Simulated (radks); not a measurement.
These are the eigenvalues of the occupied orbitals of an atom or ion with whole-number occupations (hartree). All-electron calculation, Dirac Kohn-Sham, BLYP, spin-unpolarised, spherical densities, finite nucleus; Fermi nuclear charge, rms radius of each element as measured or else 0.836 A^(1/3) + 0.57 fm. Program: a radial shooting solver on a logarithmic mesh with Libxc functionals.

| orbital | eigenvalue |
|---|---|
| 1s1/2 | -2252.388 |
| 2s1/2 | -385.4542 |
| 2p1/2 | -367.9556 |
| 2p3/2 | -329.4627 |
| 3s1/2 | -90.63322 |
| 3p1/2 | -82.89593 |
| 3p3/2 | -74.72596 |
| 3d3/2 | -61.53124 |
| 3d5/2 | -59.74578 |
| 4s1/2 | -21.69536 |
| 4p1/2 | -18.55953 |
| 4p3/2 | -16.69956 |
| 4d3/2 | -11.52967 |
| 4d5/2 | -11.18848 |
| 5s1/2 | -6.33993 |
| 5p1/2 | -5.36520 |
| 4f5/2 | -4.83178 |
| 4f7/2 | -4.77513 |

Which element is it, and in what charge state? The configuration may be excited. Open shells, if any, fill j = l - 1/2 first.

Answer. Z = 70, ytterbium, charge +8: Yb8+ in [Kr] 4d10 4f12 5s2 5p2. The list shows which subshells hold electrons but not how many an open one holds; the 1s level, -2252.4 hartree, gives Z - s = 67.1 by -(Z - s)^2/2, which with screening and relativity narrows Z to a few neighbours, and the depths of the outer levels then fix element, charge and occupations together.
